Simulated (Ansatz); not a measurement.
Input for Ansatz (a quantum-chemistry and plane-wave program): R-B3LYP/def2-TZVPP on CH5BClN (SMILES CNBCl).

Ansatz 0.2 input:
```yaml
crystal:
  periodic: [false, false, false]
  atoms:
    - {symbol: C, position_ang: [-1.18141217, -0.07278959, 0.22343175]}
    - {symbol: N, position_ang: [0.18141227, -0.42655930, -0.13920849]}
    - {symbol: B, position_ang: [1.26772507, 0.42767520, -0.15613058]}
    - {symbol: Cl, position_ang: [2.86997429, -0.19114751, -0.63080622]}
    - {symbol: H, position_ang: [-1.52535789, -0.65196562, 1.08373683]}
    - {symbol: H, position_ang: [-1.21922366, 0.98316749, 0.48396922]}
    - {symbol: H, position_ang: [-1.87010472, -0.24722396, -0.60671394]}
    - {symbol: H, position_ang: [0.31288369, -1.39373196, -0.39767430]}
    - {symbol: H, position_ang: [1.16410312, 1.57257523, 0.13939570]}
basis:
  gaussian:
    orbitals: def2-TZVPP
hamiltonian:
  xc: {name: B3LYP}
scf: {lower_state_search: off}
```

Output:

```
WARN ansatz: RAYON_NUM_THREADS=1 ignored (pool sized by the plan → 1); use --threads N
Functional definition: B3LYP
these checks for a lower state are left out or cut short: stability, starts, cluster_reference, orbital_swaps, neighbouring_geometries, increment
integrals: 0.11 GiB planned
1112 factors; their error is unknown
mean field: 0.99 GiB planned
mean field evaluation 1: about -15803.7831 eV, gradient 6.3e1 eV
mean field evaluation 2: about -15790.1060 eV, gradient 9.6e1 eV
mean field evaluation 4: about -15812.0095 eV, gradient 5.2e0 eV
mean field evaluation 8: about -15812.0674 eV, gradient 4.8e-2 eV
mean field evaluation 16: about -15812.0868 eV, gradient 3.2e-5 eV
mean field -15812.08676947 eV, -581.0834709605 hartree, gradient 2.3e-6 eV, S^2 0.000000; 0 other end points of the search recorded, 0 dependent functions left out
reference -15812.08703231 eV, -581.0834806199 hartree; 20, 20 occupied and 185, 185 virtual orbitals, 1112 factors
Total energy: -15812.08703231 eV, -581.0834806199 hartree
Checks for a lower state left out: stability, starts, cluster_reference, orbital_swaps, neighbouring_geometries, increment
```

The run converged.

Cost: very roughly 5 core-seconds.
